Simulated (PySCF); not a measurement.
Homolysis of single bonds, series Al F-H. Isolated molecules, 0 K electronic values unless said otherwise. Strings in code marks are SMILES.

Calculation: M06-2X/def2-TZVP // PBE0-D3(BJ)/def2-TZVP (PySCF). 

```csv
species,HOMO–LUMO gap (eV),HOMO (eV)
radical fragment (`[F][Al][F]`),–,–
whole molecule (`[AlH]([F])[F]`),11.02,-11.49
radical fragment (`[F][AlH]`),–,–
whole molecule (`[F][AlH2]`),…,-10.00
whole molecule (`[AlH3]`),8.52,-9.71
```

### Question
What belongs in the gaps?

### Answer

- whole molecule (`[F][AlH2]`), HOMO–LUMO gap (eV): 9.13
